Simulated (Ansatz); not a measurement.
Input file for Ansatz (an electronic-structure program): R-BLYP/def2-TZVPP on BH3Se2 (SMILES [SeH]B[SeH]), a point of a torsion scan.

Ansatz 0.2 input:
```yaml
crystal:
  periodic: [false, false, false]
  atoms:
    - {symbol: Se, position_ang: [-1.85615834, -0.01717831, -0.67720617]}
    - {symbol: B, position_ang: [0.01212106, 0.35805659, -0.11271774]}
    - {symbol: Se, position_ang: [1.39735689, -0.75426297, -0.70051574]}
    - {symbol: H, position_ang: [-2.15851840, -0.87352468, 0.43666106]}
    - {symbol: H, position_ang: [0.22077755, 1.28710270, 0.56483648]}
    - {symbol: H, position_ang: [2.50522184, -0.09219509, -0.04536912]}
basis:
  gaussian:
    orbitals: def2-TZVPP
hamiltonian:
  xc: {name: BLYP}
scf: {lower_state_search: off}
```

The head of its log:

```
WARN ansatz: RAYON_NUM_THREADS=1 ignored (pool sized by the plan → 1); use --threads N
Functional definition: BLYP
these checks for a lower state are left out or cut short: stability, starts, cluster_reference, orbital_swaps, neighbouring_geometries, increment
integrals: 0.09 GiB planned
1120 factors; their error is unknown
mean field: 0.60 GiB planned
mean field evaluation 1: about -131422.0655 eV, gradient 4.1e1 eV
mean field evaluation 2: about -131412.9032 eV, gradient 6.4e1 eV
```

Problem. Predict the final total energy.

Solution. -4829.8419 hartree.
